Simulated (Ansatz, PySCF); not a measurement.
Gas-phase reaction in SMILES: C[C@H](O)C(F)F → CC(F)(F)CO [2,2-difluoropropan-1-ol]
Each molecule is optimised on its own at B3LYP-D3(BJ)/def2-TZVP (Ansatz, an electronic-structure program), one conformer each, not searched for the lowest.

Quantity: isomerisation energy (electronic energy difference), in kcal/mol. Cores are frozen in the correlated levels unless marked. No spin-orbit coupling. No relativistic terms. Basis-set limits of correlation are two-point, X^-3; Hartree-Fock from the larger set. [CCSD(T)-MP2]/basis is that difference in the basis named.

```
level                                                     program  isomerisation energy (kcal/mol)  minus last row
-------------------------------------------------  --------------  -------------------------------  --------------
HF/aug-cc-pVDZ                                             Ansatz                             -5.6            -0.6
HF/cc-pVDZ                                                 Ansatz                             -5.4            -0.4
HF/def2-TZVPD                                               PySCF                             -5.1            -0.1
HF-D4/def2-TZVPD                                    PySCF + dftd4                             -5.0             0.0
SVWN5/def2-TZVPD                                           Ansatz                             -5.1            -0.1
BLYP-D3(BJ)/def2-TZVPD                             Ansatz + dftd3                             -4.7             0.3
B3LYP/def2-TZVPD                                           Ansatz                             -5.0             0.0
TPSSh-D3(BJ)/def2-TZVPD                             PySCF + dftd3                             -4.6             0.4
TPSSh-D4/def2-TZVPD                                 PySCF + dftd4                             -4.6             0.4
r2SCANh-D4/def2-TZVPD                              Ansatz + dftd4                             -5.3            -0.3
r2SCANh/def2-TZVPD                                         Ansatz                             -5.3            -0.3
LC-wPBE/def2-TZVPD                                         Ansatz                             -5.2            -0.2
wB97X-V/def2-TZVPD                                         Ansatz                             -5.2            -0.2
B2GP-PLYP-D3(BJ)/def2-TZVPD                        Ansatz + dftd3                             -5.1            -0.1
B2GP-PLYP/def2-TZVPD                                       Ansatz                             -5.1            -0.1
B2PLYP/def2-TZVPD                                          Ansatz                             -5.1            -0.1
MP2/cc-pVDZ                                                Ansatz                             -4.5             0.5
RI-MP2/aug-cc-pVTZ                                         Ansatz                             -5.0             0.0
CCSD/6-31G*                                                Ansatz                             -5.8            -0.8
CCSD(T)/aug-cc-pVDZ                                        Ansatz                             -5.4            -0.4
RI-MP2/CBS(cc-pVTZ,cc-pVQZ)+[CCSD(T)-MP2]/cc-pVTZ          Ansatz                             -5.0             0.0
```
